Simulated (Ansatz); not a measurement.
Input and output for `C[N]=[Ta]([Cl])([Cl])[Cl]`.

```yaml
crystal:
  periodic: [false, false, false]
  atoms:
    - {symbol: C, position_ang: [0.420997, -1.429198, 0.901898]}
    - {symbol: N, position_ang: [0.352352, -0.374778, 0.085026]}
    - {symbol: Ta, position_ang: [-0.371211, 1.298467, -0.934635]}
    - {symbol: Cl, position_ang: [-2.069137, 0.579820, -2.512545]}
    - {symbol: Cl, position_ang: [1.620884, 1.277781, -2.098730]}
    - {symbol: Cl, position_ang: [-0.624457, 3.029629, 0.385681]}
    - {symbol: H, position_ang: [-0.505096, -1.895257, 0.771742]}
    - {symbol: H, position_ang: [1.219731, -1.947027, 0.563557]}
    - {symbol: H, position_ang: [0.407313, -0.985879, 2.099325]}
basis:
  gaussian: {orbitals: def2-mTZVPP}
total_charge: -1
magnetization: {spin_polarized: true, initial_magnetization: 1}
hamiltonian: {xc: {name: PBE0}}
correlation: {method: rpa}
```

```sh
$ ansatz run in.yaml --threads 4 --pin off --events-out ev --progress --plain --max-ram 11315MiB
```

It prints (some lines left out):

```
Functional definition: PBE0
1690 factors; integrals over basis functions are off by at most 1.4e-3 eV
mean field evaluation 1: about -41672.7011 eV, gradient 5.0e1 eV
mean field evaluation 2: about -41672.7204 eV, gradient 5.0e1 eV
mean field evaluation 4: about -41683.9060 eV, gradient 1.7e1 eV
mean field evaluation 8: about -41685.4987 eV, gradient 1.3e0 eV
mean field evaluation 16: about -41685.6570 eV, gradient 4.4e-1 eV
mean field evaluation 32: about -41685.5833 eV, gradient 2.4e0 eV
mean field -41685.79568861 eV, -1531.9247359092 hartree, gradient 8.8e-6 eV, S^2 0.849865; 6 other end points of the search recorded, 0 dependent functions left out
17 core orbitals not correlated: weight in the atoms' cores, before any rotation towards them, 1.000 or more for the frozen orbitals, at most 0.000 for the correlated occupied ones
reference -41608.54963447 eV, -1529.0859957788 hartree; 24, 23 occupied and 134, 135 virtual orbitals, 1690 factors
Total energy: -41650.67023999 eV, -1530.6338994814 hartree
```

Hardware: 4 threads of an Arm Neoverse V2 on a shared host. Wall time 31 s, peak host memory 0.81 GiB.
